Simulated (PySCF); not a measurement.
Fractional electron number in Zn(2+) (zinc, charge +2)

The 3d beta orbital of [Ar] 3d10 is emptied in steps (occupation f), with all orbitals relaxed, ending at [Ar] 3d9. All numbers are calculated (PySCF 2.14, scalar relativity by spin-free X2C-1e, in aug-cc-pVTZ-DK (8s7p5d3f2g, 93 functions)). The exact energy is a straight line in f; departures are measured from the line between the end points of the same method.

```csv
f,TPSS (eV)
1,0.000
0.9,-0.817
0.7,-1.921
0.5,-2.303
0.3,-1.947
0.1,-0.839
0,0.000
```

For TPSS, how does the orbital energy at f = 1 compare with the removal energy?

−ε = 30.684 eV against a total-energy difference of 39.726 eV. By Janak's theorem ε = ∂E/∂f, so the gap between them reflects the curvature. Along the path −ε is 32.432 (f = 0.9), 35.997 (f = 0.7), 39.649 (f = 0.5), 43.374 (f = 0.3), 47.161 (f = 0.1) eV.

Reference removal energy between the ground levels: 39.723 eV (measured; NIST Atomic Spectra Database, ionization energies). The calculation has no spin-orbit coupling.
